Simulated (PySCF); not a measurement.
PbBr, SMILES [Br][Pb+] (connectivity only; charge and spin as stated), charge +1, multiplicity 1.

The structure is a stationary point at B3LYP-D3(BJ)/def2-TZVP. The spin state was assumed, not searched. The def2 effective core potentials stand for the cores of Pb; spin–orbit coupling is left out.

Computed with r2SCAN/def2-TZVPD (PySCF).

Isolated molecule, no solvent.

* **total energy**: -2766.89845 hartree
* **point group**: C∞v
* **highest occupied level**: -13.02 eV
* **lowest empty level**: -9.24 eV
* **orbital gap**: 3.77 eV
* **dipole moment about the centre of nuclear charge**: 3.59 D
* **mean static polarisability**: 50.6 bohr³ (7.49 Å³)
* **polarisability, principal values**: 36.8, 36.8, 78.2 bohr³
